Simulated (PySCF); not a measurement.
Input of a response calculation (the driver script's job line, then coordinates in Å):

```
{"job": {"kind": "uv", "xc": "B3LYP", "basis": "def2-SVPD", "ip": true}, "charge": -1, "multiplicity": 1}
O      2.985772    -0.141320    -1.000624
C      2.194039     0.219274    -0.120214
O      2.360463     0.794213     0.968086
C      0.707560    -0.102799    -0.419243
F      0.456440    -0.684167    -1.601402
C     -0.313103     0.152393     0.411008
C     -1.717093    -0.164230     0.105174
F     -2.513584     0.948233     0.172121
F     -2.253263    -1.041388     1.010644
H     -0.049076     0.625273     1.358503
H     -1.837767    -0.604648    -0.898323
```

Its output, with some lines taken out ([cut]):

```
coarse grid: 11016 points
cycle   1  E = -602.8288243881  dE =  1.420e+00  |g| = 1.305e+00  |ddm| = 4.906e+00
cycle   2  E = -600.4112199714  dE =  2.418e+00  |g| = 3.141e+00  |ddm| = 6.938e+00
cycle   3  E = -603.0421739739  dE = -2.631e+00  |g| = 6.471e-01  |ddm| = 6.351e+00
cycle   4  E = -603.1449005850  dE = -1.027e-01  |g| = 1.631e-01  |ddm| = 1.058e+00
cycle   5  E = -603.1478265241  dE = -2.926e-03  |g| = 1.231e-01  |ddm| = 5.473e-01
cycle   6  E = -603.1511452599  dE = -3.319e-03  |g| = 4.343e-02  |ddm| = 2.417e-01
cycle   7  E = -603.1514682733  dE = -3.230e-04  |g| = 2.046e-02  |ddm| = 7.511e-02
cycle   8  E = -603.1515480483  dE = -7.978e-05  |g| = 4.720e-03  |ddm| = 2.784e-02
cycle   9  E = -603.1515518968  dE = -3.849e-06  |g| = 1.822e-03  |ddm| = 8.090e-03
final grid: 112808 points
cycle  10  E = -603.2538947396  dE = -3.312e-05  |g| = 8.457e-03  |ddm| = 1.125e-01
cycle  11  E = -603.2538699753  dE =  2.476e-05  |g| = 1.435e-02  |ddm| = 2.135e-02
cycle  12  E = -603.2539074370  dE = -3.746e-05  |g| = 1.091e-03  |ddm| = 1.397e-02
cycle  13  E = -603.2539076539  dE = -2.169e-07  |g| = 4.379e-04  |ddm| = 1.815e-03
cycle  14  E = -603.2539076839  dE = -3.000e-08  |g| = 2.055e-04  |ddm| = 7.815e-04
cycle  15  E = -603.2539076920  dE = -8.150e-09  |g| = 4.681e-05  |ddm| = 3.329e-04
cycle  16  E = -603.2539076925  dE = -4.354e-10  |g| = 1.684e-05  |ddm| = 7.242e-05
converged SCF energy = -603.2539076925

[cut]

Singlet excitations
state   eV       nm        f      main configurations
[cut]
  2   4.0034    309.7   0.00002   H-1->L 0.99
[cut]
  4   5.3086    233.6   0.00888   H->L+1 0.96
  5   5.4566    227.2   0.00533   H-1->L+1 0.95
  6   5.6543    219.3   0.00069   H-2->L+1 0.97
  7   5.9617    208.0   0.00498   H->L+3 0.86
[cut]
  9   6.2149    199.5   0.04791   H->L+2 0.48, H-1->L+3 0.46
 10   6.3190    196.2   0.00326   H-2->L+3 0.94

Triplet excitations (Tamm-Dancoff, eV): 3.5908 3.6565 3.7831 4.1015
Vertical ionisation energy (delta-SCF) = 4.8152 eV
```

Method: TDDFT B3LYP/def2-SVPD, vertical, gas phase, core orbitals frozen in the response in PySCF 2.14.0, density-fitted response routines. One conformer (not necessarily the lowest) at the PBE0-D3(BJ)/def2-SVP geometry, without solvent, vibrations or thermal averaging. The geometry's basis has no diffuse functions, a weakness for an anion.

Problem. What stood in the cut lines?

Solution. 
```
Static polarisability (au): isotropic 67.720, principal 47.784 65.516 89.859
  1   3.8188    324.7   0.00009   H->L 0.99
  3   4.6881    264.5   0.01531   H-2->L 0.97
  8   6.1297    202.3   0.01330   H-1->L+3 0.45, H->L+2 0.39
```

Problem. How much of the mean polarisability do the listed states account for?

Solution. The sum over states Σ f/ΔE² (ΔE in hartree) gives 2.25 au, 3% of the total; the rest comes from higher roots of the same response equations.

Problem. Give the mean polarisability in Å³.

Solution. 67.72 au × 0.148185 = 10.04 Å³.

Problem. Give the energy of state 3 in hartree, cm⁻¹ and kJ/mol.

Solution. 0.17228 hartree, 37812 cm⁻¹, 452.3 kJ/mol.

Problem. Which species is it?

Solution. `O=C([O-])/C(F)=C/C(F)F` ([C4H2F3O2]-).

For this anion the line on ionisation gives the detachment energy. The SCF starts on a coarse grid; the energy jumps when the final grid takes over, and dE counts afresh there. H and L stand for HOMO and LUMO.

Time: 4.2 min. Hardware: Arm Neoverse V2, one thread, no GPU (shared host).

Conformer computed: `[O:1]=[C:2]([O-:3])/[C:4]([F:5])=[CH:6]/[CH:7]([F:8])[F:9]`: O1–C2–C4–F5 -2°, C4–C6–C7–F8 -123°.
